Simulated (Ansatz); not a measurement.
`[CH3][Ge]([CH3])([CH3])[Ge]([CH3])([CH3])[Ge]([CH3])([CH3])[Ge]([CH3])([CH3])[CH3]` with charge +1. Total charge 1; doublet. Geometry PBE-D4/def2-SVP, that of the neutral singlet.

```xyz
44

C    -4.4583    0.3253    1.3167
Ge   -3.0427    0.4341   -0.0643
C    -3.4315   -0.9040   -1.4719
C    -3.0920    2.2366   -0.8813
Ge   -0.8396    0.0183    0.9114
C    -0.2746    1.5933    1.9852
C    -0.9201   -1.5474    2.1327
Ge    0.8001   -0.4188   -0.8495
C     0.5161    0.8372   -2.3643
C     0.5418   -2.2646   -1.5392
Ge    3.0700   -0.1593    0.0214
C     3.2367   -1.0626    1.7762
C     4.3974   -0.9456   -1.2206
C     3.4875    1.7608    0.2619
H    -4.2879    1.0782    2.1118
H    -5.4537    0.5129    0.8647
H    -4.4700   -0.6789    1.7852
H    -4.4403   -0.7333   -1.9002
H    -2.6888   -0.8343   -2.2916
H    -3.3970   -1.9318   -1.0588
H    -2.8978    3.0162   -0.1179
H    -2.3237    2.3279   -1.6745
H    -4.0869    2.4294   -1.3323
H    -1.0197    1.8124    2.7764
H     0.7026    1.3964    2.4706
H    -0.1721    2.4900    1.3425
H    -1.6476   -1.3630    2.9487
H     0.0749   -1.7365    2.5832
H    -1.2336   -2.4565    1.5827
H     0.6079    1.8879   -2.0252
H     1.2648    0.6597   -3.1625
H    -0.4952    0.6954   -2.7962
H    -0.4842   -2.3861   -1.9407
H     0.6918   -3.0082   -0.7317
H     1.2660   -2.4778   -2.3511
H     4.2715   -0.9675    2.1640
H     2.5450   -0.6100    2.5146
H     2.9942   -2.1405    1.6891
H     5.4231   -0.8257   -0.8157
H     4.3514   -0.4472   -2.2093
H     4.2028   -2.0267   -1.3665
H     2.7750    2.2307    0.9685
H     4.5139    1.8858    0.6632
H     3.4229    2.2979   -0.7053
```

Single mean-field runs in def2-TZVP are fitted with def2-universal-jkfit.

Q: Estimate the α-spin orbital energies around the gap (eV) in Ansatz with PBE-D4/def2-TZVP, PBE0-D4/def2-TZVP, ωB97M-V/def2-TZVP.

A: 
```json
{"orbital": "HOMO−5", "PBE-D4/def2-TZVP": "-10.61", "PBE0-D4/def2-TZVP": "-11.85", "ωB97M-V/def2-TZVP": "-14.04"}
{"orbital": "HOMO−4", "PBE-D4/def2-TZVP": "-10.34", "PBE0-D4/def2-TZVP": "-11.57", "ωB97M-V/def2-TZVP": "-13.75"}
{"orbital": "HOMO−3", "PBE-D4/def2-TZVP": "-10.29", "PBE0-D4/def2-TZVP": "-11.51", "ωB97M-V/def2-TZVP": "-13.69"}
{"orbital": "HOMO−2", "PBE-D4/def2-TZVP": "-10.18", "PBE0-D4/def2-TZVP": "-11.36", "ωB97M-V/def2-TZVP": "-13.42"}
{"orbital": "HOMO−1", "PBE-D4/def2-TZVP": "-10.05", "PBE0-D4/def2-TZVP": "-11.23", "ωB97M-V/def2-TZVP": "-13.32"}
{"orbital": "HOMO", "PBE-D4/def2-TZVP": "-9.57", "PBE0-D4/def2-TZVP": "-10.67", "ωB97M-V/def2-TZVP": "-12.50"}
{"orbital": "LUMO", "PBE-D4/def2-TZVP": "-4.39", "PBE0-D4/def2-TZVP": "-3.69", "ωB97M-V/def2-TZVP": "-2.10"}
{"orbital": "LUMO+1", "PBE-D4/def2-TZVP": "-4.07", "PBE0-D4/def2-TZVP": "-3.34", "ωB97M-V/def2-TZVP": "-1.76"}
{"orbital": "LUMO+2", "PBE-D4/def2-TZVP": "-3.39", "PBE0-D4/def2-TZVP": "-2.63", "ωB97M-V/def2-TZVP": "-1.28"}
{"orbital": "LUMO+3", "PBE-D4/def2-TZVP": "-3.35", "PBE0-D4/def2-TZVP": "-2.55", "ωB97M-V/def2-TZVP": "-0.92"}
{"orbital": "LUMO+4", "PBE-D4/def2-TZVP": "-3.18", "PBE0-D4/def2-TZVP": "-2.29", "ωB97M-V/def2-TZVP": "-0.68"}
{"orbital": "LUMO+5", "PBE-D4/def2-TZVP": "-3.12", "PBE0-D4/def2-TZVP": "-2.27", "ωB97M-V/def2-TZVP": "-0.58"}
{"orbital": "β HOMO", "PBE-D4/def2-TZVP": "-9.95", "PBE0-D4/def2-TZVP": "-10.94", "ωB97M-V/def2-TZVP": "-12.83"}
{"orbital": "β LUMO", "PBE-D4/def2-TZVP": "-9.13", "PBE0-D4/def2-TZVP": "-8.73", "ωB97M-V/def2-TZVP": "-7.29"}
```
